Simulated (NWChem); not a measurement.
System: C₂H₈Si; SMILES C[SiH2]C

NWChem input:

```
start job
memory heap 200 mb stack 900 mb global 1100 mb
geometry units angstroms
  Si     0.000000     0.000000    -0.532599
  C     -1.556075     0.000000     0.525619
  C      1.556075     0.000000     0.525619
  H      0.000000     1.207520    -1.421166
  H      0.000000    -1.207520    -1.421166
  H     -1.592552    -0.890800     1.172316
  H     -2.460680     0.000000    -0.101874
  H     -1.592552     0.890800     1.172316
  H      2.460680     0.000000    -0.101874
  H      1.592552    -0.890800     1.172316
  H      1.592552     0.890800     1.172316
end
basis spherical
  * library 3-21g
end
dft
  xc hfexch
  iterations 150
end
driver
  maxiter 120
end
task dft optimize
task dft freq
```

Excerpt of the output:

```
             Northwest Computational Chemistry Package (NWChem) 7.3.0
             --------------------------------------------------------

 C2V symmetry detected

                             Geometry "geometry" -> ""
                             -------------------------

 Output coordinates in angstroms (scale by  1.889725989 to convert to a.u.)

  No.       Tag          Charge          X              Y              Z
 ---- ---------------- ---------- -------------- -------------- --------------
    1 Si                  14.0000     0.00000000     0.00000000    -0.54713506
    2 C                    6.0000    -1.55607500     0.00000000     0.51108294
    3 C                    6.0000     1.55607500     0.00000000     0.51108294
    4 H                    1.0000     0.00000000     1.20752000    -1.43570206
    5 H                    1.0000     0.00000000    -1.20752000    -1.43570206
    6 H                    1.0000    -1.59255200    -0.89080000     1.15777994
    7 H                    1.0000    -2.46068000     0.00000000    -0.11641006
    8 H                    1.0000    -1.59255200     0.89080000     1.15777994
    9 H                    1.0000     2.46068000     0.00000000    -0.11641006
   10 H                    1.0000     1.59255200    -0.89080000     1.15777994
   11 H                    1.0000     1.59255200     0.89080000     1.15777994

 Effective nuclear repulsion energy (a.u.)     113.4789363452

      Symmetry information
      --------------------

 Group name             C2v
 Group number             16
 Group order               4
 No. of unique centers     5

                                Z-matrix (autoz)
                                --------

 Units are Angstrom for bonds and degrees for angles

[...]

      ----------------------
      Optimization converged
      ----------------------

  Step       Energy      Delta E   Gmax     Grms     Xrms     Xmax
  ---- ---------------- -------- -------- -------- -------- --------
@    3    -367.36570225 -3.3D-06  0.00005  0.00002  0.00076  0.00169
                                     ok       ok       ok       ok

                                Z-matrix (autoz)
                                --------

 Units are Angstrom for bonds and degrees for angles

[...]

 Rotational Constants
 --------------------
 A=   0.549381 cm-1  (  0.790420 K)
 B=   0.188422 cm-1  (  0.271092 K)
 C=   0.155965 cm-1  (  0.224393 K)

 Temperature                      =   298.15K
 frequency scaling parameter      =   1.0000

 Zero-Point correction to Energy  =   60.366 kcal/mol  (  0.096199 au)
 Thermal correction to Energy     =   63.837 kcal/mol  (  0.101731 au)
 Thermal correction to Enthalpy   =   64.429 kcal/mol  (  0.102675 au)

 Total Entropy                    =   70.702 cal/mol-K
   - Translational                =   38.180 cal/mol-K (mol. weight =  60.0395)
   - Rotational                   =   22.729 cal/mol-K (symmetry #  =        2)
   - Vibrational                  =    9.793 cal/mol-K

 Cv (constant volume heat capacity) =   18.297 cal/mol-K
   - Translational                  =    2.979 cal/mol-K
   - Rotational                     =    2.979 cal/mol-K
   - Vibrational                    =   12.339 cal/mol-K

[normal modes left out]

 ----------------------------------------------------------------------------
 Normal Eigenvalue ||           Projected Infra Red Intensities
  Mode   [cm**-1]  || [atomic units] [(debye/angs)**2] [(KM/mol)] [arbitrary]
 ------ ---------- || -------------- ----------------- ---------- -----------
    1       -0.000 ||    0.000139           0.003         0.135       0.035
    2       -0.000 ||    0.000067           0.002         0.065       0.017
    3        0.000 ||    0.000353           0.008         0.344       0.090
    4        0.000 ||    0.000001           0.000         0.001       0.000
    5        0.000 ||    0.000098           0.002         0.096       0.025
    6        0.000 ||    0.000101           0.002         0.098       0.026
    7      138.857 ||    0.000000           0.000         0.000       0.000
    8      153.535 ||    0.000011           0.000         0.011       0.003
    9      216.772 ||    0.002376           0.055         2.316       0.603
   10      500.543 ||    0.028179           0.650        27.471       7.153
   11      665.514 ||    0.000000           0.000         0.000       0.000
   12      671.229 ||    0.005340           0.123         5.206       1.356
   13      742.396 ||    0.020270           0.468        19.760       5.145
   14      755.871 ||    0.040075           0.925        39.067      10.173
   15      988.568 ||    0.035683           0.823        34.785       9.058
   16      992.710 ||    0.000000           0.000         0.000       0.000
   17     1003.903 ||    0.110466           2.549       107.688      28.042
   18     1011.447 ||    0.314995           7.267       307.073      79.960
   19     1040.803 ||    0.174626           4.029       170.234      44.328
   20     1470.360 ||    0.040612           0.937        39.591      10.309
   21     1476.825 ||    0.018397           0.424        17.934       4.670
   22     1628.648 ||    0.000000           0.000         0.000       0.000
   23     1631.114 ||    0.004174           0.096         4.069       1.060
   24     1637.453 ||    0.007913           0.183         7.714       2.009
   25     1639.225 ||    0.017037           0.393        16.608       4.325
   26     2232.883 ||    0.243609           5.620       237.482      61.839
   27     2247.908 ||    0.166547           3.842       162.358      42.277
   28     3186.050 ||    0.012426           0.287        12.114       3.154
   29     3186.089 ||    0.006131           0.141         5.977       1.556
   30     3254.836 ||    0.000000           0.000         0.000       0.000
   31     3256.478 ||    0.026870           0.620        26.195       6.821
   32     3258.202 ||    0.007614           0.176         7.422       1.933
   33     3258.471 ||    0.015887           0.367        15.487       4.033
 ----------------------------------------------------------------------------
```

Level: Hartree-Fock/3-21G.
